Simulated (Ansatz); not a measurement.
BrFGaHO (`[OH][Ga]([F])[Br]`) at its PBE0-D4/def2-TZVP geometry, where that method's forces vanish. Charge 0, multiplicity 1.

```xyz
5

O    -1.3413    0.0163    0.4451
Ga    0.2163    0.0558   -0.3781
F     0.1866    0.3793   -2.0816
Br    2.2078   -0.2824    0.6298
H    -1.2693   -0.1691    1.3849
```

Task: What forces (eV/Å) does PBE-D4/def2-TZVPP give on these atoms in Ansatz? (Best estimate.)

Result: Computed: 
```
O1  -0.571  0.088 -0.243
Ga2  0.253 -0.064  0.235
F3  -0.025  0.113 -0.587
Br4  0.276 -0.045  0.131
H5   0.068 -0.093  0.463
```
